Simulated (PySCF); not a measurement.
Se(17+): ionisation energy

Se(17+) [Ne] 3s2 3p5 (2P) → Se(18+) [Ne] 3s2 3p4 (3P), as a difference of total energies. Calculation: PySCF 2.14, in an uncontracted even-tempered set (17 s from 1.4 bohr⁻², ratio 2.5; 11 p from 1.8 bohr⁻², ratio 2.5; 5 d from 10 bohr⁻², ratio 2.7; 4 f from 16 bohr⁻², ratio 2.7); the non-relativistic Hamiltonian (point nucleus). Correlated levels: outer shells: 1s2 frozen; virtual orbitals above 40 to 60 times the deepest correlated orbital energy dropped. The calculations carry no spin-orbit coupling.

| method | ionisation energy (eV) |
| --- | --- |
| UHF | 690.94 |
| MP2 (outer shells) | 691.92 |
| SCS-MP2 (outer shells) | 691.85 |
| CCSD (outer shells) | 691.83 |
| CCSD(T) (outer shells) | 691.83 |

Problem. How much does correlation contribute at CCSD(T) (outer shells)?

Solution. 691.83 − (690.94) = 0.89 eV, measured against UHF.

Spin-orbit coupling is strong in these open shells (close to jj coupling). The scalar numbers leave it out and a first-order estimate fails, so it can dominate the gap to the real levels.

All relativistic terms are absent from these numbers, so their closeness to the reference says little about the methods.

For comparison: 693.4 ± 0.7 eV (semi-empirical (NIST evaluation); NIST Atomic Spectra Database, ionization energies).
